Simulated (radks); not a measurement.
Ar III, configuration [Ne] 3s1 3p4 4s1 (not the ground configuration).

Method: non-relativistic Kohn-Sham, RPBE, spin-polarised, spherical densities, point nucleus; open shells are filled with parallel spins first; computed with a radial shooting solver on a logarithmic mesh with Libxc functionals.

Energy parts (eV):
part                      energy
total                 -14274.126
kinetic                14260.171
electron-nucleus      -33406.636
Hartree                 5681.632
exchange-correlation    -809.293

Orbitals (lengths in bohr, moments of r in powers of bohr; <r^-3> diverges for s and p1/2; r(max) is where P^2 peaks):
| orbital | occ. | eigenvalue (eV) | r(max) | <r> | <r^-3> |
|---|---|---|---|---|---|
| 1s up | 1 | -3148.528 | 0.05652 | 0.08617 | - |
| 1s down | 1 | -3147.700 | 0.05652 | 0.08617 | - |
| 2s up | 1 | -334.7284 | 0.3401 | 0.4154 | - |
| 2s down | 1 | -333.9559 | 0.3404 | 0.4151 | - |
| 2p up | 3 | -269.8218 | 0.2813 | 0.3765 | 125.2 |
| 2p down | 3 | -268.8141 | 0.2817 | 0.3762 | 125.1 |
| 3s up | 1 | -58.9733 | 1.136 | 1.293 | - |
| 3s down | 0 | -53.7620 | 1.141 | 1.311 | - |
| 3p up | 3 | -43.5180 | 1.198 | 1.396 | 13.90 |
| 3p down | 1 | -38.6196 | 1.210 | 1.431 | 13.42 |
| 3d up | 0 | -21.3682 | 1.315 | 1.705 | 0.9371 |
| 3d down | 0 | -17.4583 | 1.376 | 1.842 | 0.8443 |
| 4s up | 1 | -16.3211 | 3.055 | 3.320 | - |
| 4s down | 0 | -14.5000 | 3.071 | 3.331 | - |
| 4p up | 0 | -12.7183 | 3.436 | 3.785 | 2.232 |

The highest occupied level is 4s up at -16.321 eV. The configuration is held as typed, so some empty levels lie below it. The spin density at the nucleus is 21.63 e/bohr^3 (1s -0.15, 2s 0.23, 3s 18.42, 4s 3.13), a Fermi contact field of 1.13e+03 T.
